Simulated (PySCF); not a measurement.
Zn(NH2)(SH) (H3NSZn), SMILES [Zn]([NH2])[SH]. Heavy atoms are numbered as in [Zn:1]([NH2:2])[SH:5]. Hydrogens are named by the atom that carries them.

Geometry: B3LYP-D3(BJ)/def2-TZVP. One conformer was computed; it need not be the lowest.

Method: PBE0/pcSseg-1 (PySCF).

GIAO shieldings, no solvent; atoms alike by connectivity are averaged. δ = σ(ref) − σ: ¹⁵N against NH3 (σ = 267.4 ppm); ¹H against TMS (σ = 31.56 ppm); ³³S against H2S (σ = 716.7 ppm), references at their B3LYP-D3(BJ)/def2-TZVP geometries, non-relativistic.

```
atoms     nucleus  count  δ (ppm)
--------  -------  -----  -------
N2 (NH2)      ¹⁵N      1     -7.6
H on N2        ¹H      2        …
H on S5        ¹H      1    -0.41
S5 (SH)       ³³S      1        …
```

Task: Fill in the missing entries. (Estimate from the structure and the level; the computed values follow.)

Result: 
- S5 (SH), δ (ppm): -102.4
- H on N2, δ (ppm): -0.14
